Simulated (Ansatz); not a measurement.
A single point on BH$_{8}$NSi$_{2}$, SMILES `NB[SiH2][SiH3]`.

```yaml
crystal:
  periodic: [false, false, false]
  atoms:
    - {symbol: N, position_ang: [-1.899967, 1.216612, 0.867802]}
    - {symbol: B, position_ang: [-0.620658, 0.745863, 1.116839]}
    - {symbol: Si, position_ang: [0.041642, -0.966012, 0.287054]}
    - {symbol: Si, position_ang: [1.646336, -0.503445, -1.355299]}
    - {symbol: H, position_ang: [-2.571399, 0.730541, 0.296476]}
    - {symbol: H, position_ang: [-2.250367, 2.081495, 1.247303]}
    - {symbol: H, position_ang: [0.090357, 1.409253, 1.818738]}
    - {symbol: H, position_ang: [-1.059296, -1.742220, -0.363580]}
    - {symbol: H, position_ang: [0.680627, -1.857446, 1.298688]}
    - {symbol: H, position_ang: [2.785981, 0.257037, -0.772383]}
    - {symbol: H, position_ang: [2.183358, -1.750459, -1.966176]}
    - {symbol: H, position_ang: [1.050486, 0.323584, -2.441562]}
basis:
  gaussian: {orbitals: def2-QZVPP}
correlation: {method: mp2}
```

```sh
$ ansatz run in.yaml --threads 4 --pin off --events-out ev --progress --plain --max-ram 10444MiB
```

It prints (some lines left out):

```
Functional definition: HF
2896 factors; integrals over basis functions are off by at most 7.5e-4 eV
mean field evaluation 1: about -18003.6505 eV, gradient 3.6e1 eV
mean field evaluation 2: about -18003.7546 eV, gradient 3.6e1 eV
mean field evaluation 4: about -18007.3142 eV, gradient 4.0e0 eV
mean field evaluation 8: about -18007.3928 eV, gradient 2.2e-1 eV
mean field -18007.39317503 eV, -661.7594933328 hartree, gradient 3.5e-6 eV, S^2 0.000000; 0 other end points of the search recorded, 0 dependent functions left out
12 core orbitals not correlated: weight in the atoms' cores, before any rotation towards them, 1.000 or more for the frozen orbitals, at most 0.000 for the correlated occupied ones
reference -18007.39317503 eV, -661.7594933328 hartree; 12, 12 occupied and 470, 470 virtual orbitals, 2896 factors
second order -16.67341888 eV of doubles, -0.00000000 eV of singles
Total energy: -18024.06659391 eV, -662.3722301751 hartree
```

Run time 16 s (4 threads of an Intel Xeon Platinum 8488C on a shared host); peak host memory 2.9 GiB.
